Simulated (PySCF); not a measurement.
Compound: C₇H₇BF₂.
Bonds: F1–C2, C2–F3, C2–C4, C4–C5 (double), C5–B6, B6–C7, C7–C8 (double), C8–C9, C9–C10 (double), C4–C10. Hydrogens: H11 on C2; H12 on C5; H13 on B6; H14 on C7; H15 on C8; H16 on C9; H17 on C10.

All values: PBE0/pcSseg-1 and B3LYP/def2-SVPD (PySCF, non-relativistic), on one gas-phase PBE0-D3(BJ)/def2-SVP geometry that isn't relaxed in the solvent. The solvent is an IEF-PCM continuum (Bondi radii, 1.10 Å for H, scaled by 1.2). Only the electrostatic response of the medium enters.

Gas phase at PBE0/pcSseg-1: HOMO -7.48 eV, LUMO -2.31 eV, dipole 1.32 D.

Question: What does the continuum do to the energy, the frontier levels and the dipole at PBE0/pcSseg-1 in chloroform and dichloromethane?

Answer: 
| solvent | ε | E(solvent) − E(gas) (kJ/mol) | polarisation term (kJ/mol) | distortion of the solute (kJ/mol) | HOMO (eV) | LUMO (eV) | dipole (D) |
| --- | --- | --- | --- | --- | --- | --- | --- |
| chloroform | 4.711 | -13.61 | -15.04 | 1.43 | -7.39 | -2.20 | 1.55 |
| dichloromethane | 8.93 | -16.39 | -18.49 | 2.10 | -7.38 | -2.20 | 1.58 |

The polarisation term is half the interaction of the solute with the surface charges that it induces; the rest is the cost of distorting the solute's density. The sum is the electrostatic part of solvation alone. From chloroform to dichloromethane the lowering changes by a factor 1.20, Onsager's factor (ε − 1)/(2ε + 1) by 1.18 and ε itself by 1.9.

Question: Which radius a makes the point-dipole formula ΔE = −[(ε − 1)/(2ε + 1)]·μ²/a³ give the value in dichloromethane, with the gas-phase dipole?

Answer: μ = 0.520 au and |ΔE| = 0.00624 Eh give a = 1.39 Å; the farthest nucleus lies 3.41 Å from the centroid of the nuclei, so such a sphere wouldn't even hold the nuclei. The formula assumes a rigid point dipole at the centre of a sphere.

Question: Which IAO charges (PBE0/pcSseg-1) respond most in chloroform (means over atoms taken as equivalent)?

Answer: 
```json
{"atoms": "H11", "environment": "methine hydrogen", "gas (e)": "+0.143", "solvent (e)": "+0.158", "change": "+0.015"}
{"atoms": "H16", "environment": "vinylic hydrogen", "gas (e)": "+0.158", "solvent (e)": "+0.169", "change": "+0.011"}
{"atoms": "H15", "environment": "vinylic hydrogen", "gas (e)": "+0.150", "solvent (e)": "+0.161", "change": "+0.011"}
{"atoms": "B6", "environment": "ring boron", "gas (e)": "+0.014", "solvent (e)": "+0.004", "change": "-0.010"}
{"atoms": "H12", "environment": "vinylic hydrogen", "gas (e)": "+0.144", "solvent (e)": "+0.153", "change": "+0.009"}
{"atoms": "H13", "environment": "B–H hydrogen", "gas (e)": "+0.001", "solvent (e)": "-0.008", "change": "-0.009"}
{"atoms": "F1/F3", "environment": "fluorine of a CF2 group", "gas (e)": "-0.299", "solvent (e)": "-0.306", "change": "-0.007"}
{"atoms": "C7", "environment": "unsaturated ring CH carbon", "gas (e)": "-0.224", "solvent (e)": "-0.230", "change": "-0.006"}
```

Question: Which Mayer bond orders change most in chloroform?

Answer: 
| bond | length (Å) | gas | solvent | change |
| --- | --- | --- | --- | --- |
| B6–C7 | 1.526 | 1.096 | 1.109 | +0.013 |
| C5–B6 | 1.530 | 1.082 | 1.093 | +0.011 |
| C2–F3 | 1.353 | 0.956 | 0.946 | -0.010 |
| F1–C2 | 1.352 | 0.948 | 0.939 | -0.009 |
| C7–C8 | 1.374 | 1.631 | 1.623 | -0.008 |
| C10–C4 | 1.425 | 1.184 | 1.177 | -0.007 |
| C5–H12 | 1.099 | 0.929 | 0.923 | -0.006 |
| C2–C4 | 1.513 | 1.034 | 1.039 | +0.005 |

Question: How do the nuclear quadrupole coupling constants eQVzz/h respond in chloroform?

Answer: 
```
  nucleus  Q (barn)  gas (MHz)  solvent (MHz)  η gas  η solvent
11B at B6   0.04059       4.34           4.28   0.03       0.04
```

Gas phase at B3LYP/def2-SVPD: HOMO -7.30 eV, LUMO -2.52 eV, dipole 1.43 D.

Question: What does the continuum do to the energy, the frontier levels and the dipole at B3LYP/def2-SVPD in chloroform?

Answer: 
| solvent | ε | E(solvent) − E(gas) (kJ/mol) | polarisation term (kJ/mol) | distortion of the solute (kJ/mol) | HOMO (eV) | LUMO (eV) | dipole (D) |
| --- | --- | --- | --- | --- | --- | --- | --- |
| chloroform | 4.711 | -12.70 | -14.23 | 1.53 | -7.16 | -2.37 | 1.68 |

Question: How does the static polarisability (B3LYP/def2-SVPD, frozen core, with the continuum's full static response) change?

Answer: 
```csv
medium,isotropic (au),principal values (au),⟨r²⟩ of the electrons (bohr²)
gas,102.4,"62.1, 117.2, 128.0",1531.3
chloroform,131.4,"76.5, 154.8, 163.0",1531.0
```

The isotropic value in chloroform is 1.28 times the gas-phase one; no cavity-field correction is applied. ⟨r²⟩ is taken about the centre of nuclear charge.

Shape of the structure used: `[F:1][CH:2]([F:3])[C:4]1=[CH:5][BH:6][CH:7]=[CH:8][CH:9]=[CH:10]1`: F1–C2–C4–C5 -129°.
